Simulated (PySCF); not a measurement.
How the method changes the constants of BiS⁺

State: ¹Σ⁺ (singlet), closed shell. Set-up: basis Bi def2-SVP with ECP60, S def2-SVP; scalar-relativistic core potentials; PySCF 2.14. De refers to Bi⁺ + S in their high-spin ground configurations, without counterpoise correction. A positive dipole points towards S; it is taken about the centre of mass and depends on that origin.

```json
{"Level": "RHF", "Re (Å)": "2.208", "ωe (cm⁻¹)": "563", "De (eV)": "n/a", "μ (D)": "-2.10"}
{"Level": "RHF-MP2", "Re (Å)": "2.302", "ωe (cm⁻¹)": "437", "De (eV)": "n/a", "μ (D)": "n/a"}
{"Level": "RHF-SCS-MP2", "Re (Å)": "2.295", "ωe (cm⁻¹)": "446", "De (eV)": "n/a", "μ (D)": "n/a"}
{"Level": "RHF-CCSD", "Re (Å)": "2.266", "ωe (cm⁻¹)": "491", "De (eV)": "n/a", "μ (D)": "n/a"}
{"Level": "RHF-CCSD(T)", "Re (Å)": "2.299", "ωe (cm⁻¹)": "446", "De (eV)": "n/a", "μ (D)": "n/a"}
{"Level": "PBE", "Re (Å)": "2.281", "ωe (cm⁻¹)": "473", "De (eV)": "n/a", "μ (D)": "-1.03"}
{"Level": "PBEsol", "Re (Å)": "2.268", "ωe (cm⁻¹)": "483", "De (eV)": "n/a", "μ (D)": "-0.95"}
{"Level": "BLYP", "Re (Å)": "2.302", "ωe (cm⁻¹)": "455", "De (eV)": "n/a", "μ (D)": "-0.86"}
{"Level": "r²SCAN", "Re (Å)": "2.261", "ωe (cm⁻¹)": "493", "De (eV)": "n/a", "μ (D)": "-1.29"}
{"Level": "r²SCANh", "Re (Å)": "2.251", "ωe (cm⁻¹)": "504", "De (eV)": "n/a", "μ (D)": "-1.36"}
{"Level": "PBE0", "Re (Å)": "2.246", "ωe (cm⁻¹)": "509", "De (eV)": "n/a", "μ (D)": "-1.37"}
```

The bond length runs from 2.208 Å (RHF) to 2.302 Å (BLYP).

Correlated steps freeze 9 core orbitals. Spin–orbit coupling is left out, which matters for elements this heavy, above all for dissociation energies. The CCSD T1 diagnostic is raised, a sign that a single reference may not be enough here.

The whole job (state search and all levels along the bond) took about 2.7 min on 1 thread of Intel Xeon Platinum 8375C @ 2.90GHz (shared host), peak memory 0.51 GiB.
